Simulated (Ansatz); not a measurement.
`C[Se][AlH][F]` + `[Cl][GaH2]` → `C[Se][GaH][Cl]` + `[F][AlH2]`  (formal exchange of groups at the Se–Al bond)

Computed with Ansatz on PBE0-D4/def2-TZVP structures; ΔE is electronic, products minus reactants. CCSD(T)/CBS adds triple-zeta CCSD(T) − MP2 to the extrapolated MP2 energy (def2 sets, frozen cores). This one scheme is used for every species. DFT in def2-TZVPP. For Ga, Se outer-core shells are correlated without core-valence functions, which leaves a few kJ/mol of doubt a bond. Scalar relativity is left out up to krypton. Each species was taken in one conformer, which may not be the lowest.

**Question.** Is it downhill or uphill in electronic energy at CCSD(T)/CBS, and by how much? (An estimate is asked.)

**Answer.** Ansatz gave: Uphill: ΔE = +5.3 kJ/mol.

**Question.** What do these levels give: CAM-B3LYP-D4, ωB97M-V, HF/def2-SVP, MP2/def2-QZVPP, SCS-MP2/def2-QZVPP, HF/CBS(def2)? (Estimate.)

**Answer.** Ansatz gave: CAM-B3LYP-D4 6.3, ωB97M-V 9.0, HF/def2-SVP 8.8, MP2/def2-QZVPP 3.7, SCS-MP2/def2-QZVPP 4.9, HF/CBS(def2) 10.1 kJ/mol.

Largest T1 diagnostic among the species: 0.012.

Leaving LDA and LC-ωPBE aside and taking each functional with its dispersion term where it has one, the values, not all of them listed here, spread over 7.9 kJ/mol, from BLYP-D4 to r2SCAN0-D4. In def2-TZVPP, CCSD(T) changes the Hartree–Fock value by −3.8 kJ/mol (the triples alone add −1.1 kJ/mol) and MP2 by −5.7 kJ/mol. The D4 term adds −5.2 kJ/mol with B3LYP and −2.9 kJ/mol with PBE0; it sums over pairs of atoms, weighted by their polarisabilities, and B3LYP, whose exchange is more repulsive, gets the larger term.

B3LYP here is the variant with VWN-RPA as its local correlation; programs differ in this.
